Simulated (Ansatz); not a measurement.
`[Cl][Sn]([Cl])([I])[I]` + HCl → `[Cl][Sn]([Cl])([Cl])[I]` + HI at 500 K and 1 bar (ligand exchange at the Sn–I bond).

Calculated with Ansatz (gas phase, PBE0-D4/def2-TZVP geometries, no zero-point term in ΔE). CCSD(T)/CBS adds triple-zeta CCSD(T) − MP2 to the extrapolated MP2 energy (def2 sets, frozen cores). This one scheme is used for every species. Elements past krypton have def2 core potentials. For I, Sn outer-core shells are correlated without core-valence functions, which leaves a few kJ/mol of doubt a bond.

```
                  species  CCSD(T)/CBS energy (Eh)  H − E (kJ/mol)  S (J/(mol·K))
 `[Cl][Sn]([Cl])([I])[I]`              -1728.65329            55.2          476.6
                      HCl               -460.38127            32.5          201.9
`[Cl][Sn]([Cl])([Cl])[I]`              -1890.98666            55.6          452.7
                       HI               -298.03592            28.6          221.6
```

H − E and S are ideal-gas, rigid-rotor, harmonic terms from PBE0-D4/def2-TZVP. 1 Eh = 2625.50 kJ/mol, R = 8.31446 J/(mol·K).

Task: By hand: ΔE, ΔH, ΔS and ΔG.

Result: ΔE = (-1890.98666) + (-298.03592) − (-1728.65329) − (-460.38127) = 0.01198 Eh = 31.5 kJ/mol. Δ(H − E) = 55.6 + 28.6 − 55.2 − 32.5 = -3.5, so ΔH = 28.0 kJ/mol. ΔS = 452.7 + 221.6 − 476.6 − 201.9 = -4.2 J/(mol·K). ΔG = 28.0 − 500 × (-4.2)/1000 = 30.1 kJ/mol.

Task: By hand: the equilibrium constant, and the temperature at which ΔG would vanish if ΔH and ΔS stayed fixed.

Result: log₁₀ K = −ΔG/(RT ln 10) = -3.1. ΔH and −TΔS have one sign here, so there is no such temperature.

The number of gas molecules stays the same, so ΔS is small and ΔH decides. A doubt of 5 kJ/mol in ΔE shifts log₁₀ K by 0.5 here. Modes under 60 cm⁻¹, often nearly free rotors, make the harmonic entropy too high. These are equilibria of isolated gas molecules and say nothing of rates. Largest T1 diagnostic: 0.010 (customary marks: 0.02 for closed shells, 0.045 for open ones).

ΔS is within the doubt of such terms, so its sign, and with it that verdict, could turn.
